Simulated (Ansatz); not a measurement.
Basis-set extrapolation for ClFH₄O₂Si₂ (`O[Si](F)(Cl)O[SiH3]`) (PBE0-D4/def2-TZVP geometry, frozen core, Ansatz). Multiplicity 1, RHF reference.

```csv
,def2-TZVPP,def2-QZVPP
HF,-1289.308372,-1289.353015
MP2 correlation,-1.141731,-1.244287
CCSD(T) correlation,-1.222600,not run
```

Energies in hartree. Use E(X) = E(∞) + A·exp(−7.88·√X) for Hartree–Fock and E(X) = E(∞) + B·X^(−2.97) for correlation, with X = 3 and 4, and add CCSD(T) minus MP2 of the smaller set to the MP2 limit.

Problem. What is the CCSD(T) energy at the basis-set limit?

Solution. HF limit: -1289.353015 + (-0.044643) × 0.13774 = -1289.35916. MP2 limit: -1.244287 + (-0.102556) × 0.74074 = -1.32025. Higher-order term: -1.222600 − (-1.141731) = -0.08087. Total: -1290.76028 hartree, 602.0 kJ/mol below CCSD(T)/def2-TZVPP.
